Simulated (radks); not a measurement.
Task: The mean radii <r> (bohr) of the occupied orbitals of an atom or ion are listed with their occupations. Method: scalar-relativistic Kohn-Sham, BLYP, spin-polarised, spherical densities, finite nucleus; Fermi nuclear charge, rms radius of each element as measured or else 0.836 A^(1/3) + 0.57 fm; computed with a radial shooting solver on a logarithmic mesh with Libxc functionals.

orbital  occ.      <r>
1s up       1  0.01773
1s down     1  0.01773
2s up       1  0.07475
2s down     1  0.07475
2p up       3  0.06710
2p down     3  0.06710
3s up       1   0.1903
3s down     1   0.1903
3p up       3   0.1899
3p down     3   0.1898
3d up       5   0.1708
3d down     5   0.1708
4s up       1   0.3758

Name the element and its charge. Open shells, if any, are filled with parallel spins first.

Result: Z = 76, osmium, charge +47: Os47+ in [Ar] 3d10 4s1. The 1s radius gives Z: for a bare nucleus <r> = (2 gamma + 1)/(2Z) with gamma = sqrt(1 - (Z/c)^2), 0.01753 bohr for Z = 76, and screening makes it slightly larger (0.01773 here). The occupations add up to 29, and the charge is Z minus that.
